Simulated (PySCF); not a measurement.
`C=CC(=C)C(F)=C1C=CC=C1`: 4 charge schemes on one density

C₁₀H₉F.
Structure used (GFN2-xTB), in Å, numbered top down from 1:
```xyz
20
C10H9F angstrom
C      1.8493    0.1882    1.5113
C      2.1680   -0.2923    0.3162
C      1.2875   -1.0755   -0.5473
C      1.7830   -1.8402   -1.5284
C     -0.1589   -1.0714   -0.3094
F     -0.7194   -2.2994   -0.3773
C     -0.9660   -0.0149   -0.0924
C     -2.4022   -0.0666    0.1515
C     -2.8478    1.1975    0.2703
C     -1.7319    2.1096    0.0926
C     -0.6081    1.3977   -0.1135
H      2.5697    0.7203    2.1088
H      0.8664    0.0733    1.9361
H      3.1755   -0.1747   -0.0616
H      2.8388   -1.8751   -1.7338
H      1.1472   -2.4468   -2.1503
H     -2.9610   -0.9790    0.2330
H     -3.8571    1.5111    0.4644
H     -1.8199    3.1804    0.1219
H      0.3815    1.7687   -0.2951
```

Density: PBE0/pcSseg-1 (PySCF); schemes: Mulliken, IAO, Hirshfeld and ESP-fitted. Geometry: GFN2-xTB, one conformer, isolated molecule.

Problem. Which atoms carry the highest charge in the Mulliken, IAO, Hirshfeld and ESP-fitted schemes?

Solution. All schemes agree: Mulliken C5 (+0.537); IAO C5 (+0.329); Hirshfeld C5 (+0.128); ESP-fitted C5 (+0.279).

Problem. At which atom do the 4 schemes differ most?

Solution. At C4: from -0.462 (ESP-fitted) to -0.017 e (Mulliken), 0.445 e apart.

Problem. Tabulate the Mulliken, IAO, Hirshfeld and ESP-fitted charges.

Solution. In e:

| atom | environment | Mulliken | IAO | Hirshfeld | ESP-fitted |
| --- | --- | --- | --- | --- | --- |
| C1 | terminal =CH2 carbon | -0.102 | -0.294 | -0.082 | -0.432 |
| C2 | alkene CH carbon | -0.134 | -0.146 | -0.041 | -0.092 |
| C3 | fully substituted alkene carbon | -0.378 | -0.022 | -0.006 | +0.064 |
| C4 | terminal =CH2 carbon | -0.017 | -0.283 | -0.079 | -0.462 |
| C5 | vinylic C–F carbon | +0.537 | +0.329 | +0.128 | +0.279 |
| F6 | vinyl fluorine | -0.264 | -0.258 | -0.060 | -0.167 |
| C7 | fully substituted alkene carbon | -0.333 | -0.050 | -0.030 | +0.076 |
| C8 | alkene CH carbon | -0.021 | -0.186 | -0.078 | -0.292 |
| C9 | alkene CH carbon | -0.077 | -0.163 | -0.059 | -0.156 |
| C10 | alkene CH carbon | -0.069 | -0.164 | -0.059 | -0.041 |
| C11 | alkene CH carbon | -0.055 | -0.189 | -0.074 | -0.390 |
| H12 | vinylic hydrogen | +0.124 | +0.160 | +0.054 | +0.187 |
| H13 | vinylic hydrogen | +0.150 | +0.160 | +0.043 | +0.212 |
| H14 | vinylic hydrogen | +0.093 | +0.152 | +0.051 | +0.141 |
| H15 | vinylic hydrogen | +0.117 | +0.159 | +0.056 | +0.204 |
| H16 | vinylic hydrogen | +0.124 | +0.167 | +0.051 | +0.208 |
| H17 | vinylic hydrogen | +0.069 | +0.161 | +0.045 | +0.178 |
| H18 | vinylic hydrogen | +0.077 | +0.155 | +0.051 | +0.154 |
| H19 | vinylic hydrogen | +0.079 | +0.155 | +0.050 | +0.129 |
| H20 | vinylic hydrogen | +0.080 | +0.158 | +0.039 | +0.200 |

Mean size of the charges over all atoms: ESP-fitted 0.203 e, IAO 0.175 e, Mulliken 0.145 e, Hirshfeld 0.057 e. Each set sums to the total charge, 0, to within 0.001 e. The IAO scheme projects the occupied orbitals on a minimal set of polarised atomic orbitals and counts the electrons in each atom's part of it.

Problem. Sum the charges by element, for elements with more than one atom.

Solution. 
| element | atoms | Mulliken | IAO | Hirshfeld | ESP-fitted |
| --- | --- | --- | --- | --- | --- |
| C | 10 | -0.649 | -1.168 | -0.380 | -1.446 |
| H | 9 | +0.913 | +1.426 | +0.440 | +1.613 |

Problem. How many electrons does the IAO scheme count on C5?

Solution. Z − q = 6 − (+0.329) = 5.671.
